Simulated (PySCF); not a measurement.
This PySCF input asks for the spin–spin couplings of `InChI=1S/CH4B2BrF/c2-1-3(4)5/h1-2H2`; the geometry comes from GFN2-xTB.

```python
import basis_set_exchange as bse
import numpy as np
from pyscf import gto, dft
from pyscf.data import nist
from pyscf.prop import ssc

atoms = """
B    -1.218716    0.501954    0.230568
C    -0.208200   -0.624632   -0.215281
B     1.225007    0.022639   -0.184782
F     1.719724    0.626700   -1.245684
Br    2.310106    0.049614    1.347153
H    -1.718537    1.186253   -0.572898
H    -1.417871    0.682063    1.367548
H    -0.251019   -1.468495    0.474245
H    -0.426932   -0.970102   -1.226049
"""
names = {"B": "pcJ-1", "C": "pcJ-1", "F": "pcJ-1", "Br": "pcSseg-1", "H": "pcJ-1"}
basis = {el: gto.basis.parse(bse.get_basis(n, elements=[el], fmt="nwchem")) for el, n in names.items()}
mol = gto.M(atom=atoms, basis=basis, charge=0, verbose=0)
mf = dft.RKS(mol, xc="B3LYP")
mf.grids.level = 2
mf.grids.alignment = dft.numint.BLKSIZE   # the property module wants whole blocks of grid points
mf.conv_tol = 1e-9
mf.kernel()

sc = ssc.RKS(mf)
sc.with_fcsd = True   # Fermi contact and spin-dipole together
sc.max_cycle_cphf = 60
g = {"B": 1.7924326, "C": 1.4048236, "F": 5.257736, "H": 5.58569468}   # nuclear g factors of 11B, 13C, 19F, 1H
sc.nuc_pair = [(i, j) for i in range(mol.natm) for j in range(i + 1, mol.natm)
               if mol.atom_pure_symbol(i) in g and mol.atom_pure_symbol(j) in g]
K = sc.kernel()
unit = nist.HARTREE2J / nist.PLANCK * (0.5 * nist.E_MASS / nist.PROTON_MASS) ** 2
for (i, j), k in zip(sc.nuc_pair, K):
    a, b = mol.atom_pure_symbol(i), mol.atom_pure_symbol(j)
    J = unit * g[a] * g[b] * np.trace(k) / 3
    if abs(J) >= 1:
        print("%s%d %s%d %8.1f Hz" % (a, i, b, j, J))
```

Question: What does it print?

Answer: 
```
B0 C1     36.7 Hz
B0 F3      3.8 Hz
B0 H5    136.8 Hz
B0 H6    136.9 Hz
B0 H7     -8.1 Hz
B0 H8     -8.0 Hz
C1 B2     60.1 Hz
C1 F3     14.7 Hz
C1 H5      4.7 Hz
C1 H6      4.5 Hz
C1 H7    132.4 Hz
C1 H8    130.2 Hz
B2 F3   -174.3 Hz
B2 H7    -10.6 Hz
B2 H8     -8.9 Hz
F3 H7     19.4 Hz
F3 H8      7.4 Hz
H5 H6      7.1 Hz
H5 H7      7.4 Hz
H5 H8      8.6 Hz
H6 H7      7.3 Hz
H6 H8      8.7 Hz
H7 H8     -2.8 Hz
```

These numbers come from an equivalent density-fitted implementation of the same equations, which agrees with the script to about 0.1 Hz, so last digits may differ.

Size and cost of the density-fitted run: 189 basis functions, 50 s wall time on 1 thread of an Arm Neoverse V1, shared host; peak memory 0.79 GiB.
